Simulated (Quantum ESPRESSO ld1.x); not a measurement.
Problem. Coherent X-ray form factor from a spherical all-electron density. All-electron calculation, Dirac Kohn-Sham, relativistic LDA (MacDonald-Vosko exchange, VWN5 correlation), spin-unpolarised, spherical densities, point nucleus. Program: ld1.x of Quantum ESPRESSO 7.5.

sin(theta)/lambda (1/angstrom),f0 (electrons)
0.05,44.349
0.1,42.558
0.15,40.015
0.2,37.140
0.25,34.258
0.3,31.563
0.4,27.041
0.5,23.678
0.6,21.202
0.8,17.680
1,14.856
1.25,11.744
1.5,9.277
2,6.455

The species is in the configuration that NIST lists as its ground one. Which atom or ion scatters so?

Solution. The palladium ion Pd+, [Kr] 4d9. Extrapolating in s^2 from the first two rows gives f0(0) = 44.9, near the electron count 45; among species with that count, the fall with angle is slower the higher Z, and the table is that of Z = 46; from so few rows the species is fixed only to a neighbour or two.
